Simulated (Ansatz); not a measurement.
Species: PO, charge 0, doublet. PO (SMILES O=[P], doublet).
B3LYP-D3(BJ)/def2-TZVP minimum from Ansatz (a program for electronic structure):
```xyz
2

P      0.0000     0.0000    -0.5147
O      0.0000     0.0000     0.9651
```
Charge 0, spin multiplicity 2.

Total energies in cc-pV(Q+d)Z, 11 correlated electrons, 6 frozen orbitals. UHF or UKS for unpaired electrons; spin-orbit terms are left out. Correlated methods leave the cores frozen. No relativity.

| method | program | energy (Eh) | minus CCSDT(Q) (mEh) |
|---|---|---|---|
| HF | Ansatz | -415.63425 | 410.10 |
| MP2 | Ansatz | -416.01757 | 26.77 |
| CCSD | Ansatz | -416.02138 | 22.97 |
| CCSD(T) | Ansatz | -416.04220 | 2.15 |
| CCSDT(Q) | Ansatz | -416.04435 | 0.00 |

Rough core times of Ansatz's runs on a shared machine: CCSD(T) 30 s, CCSDT(Q) 40 min.
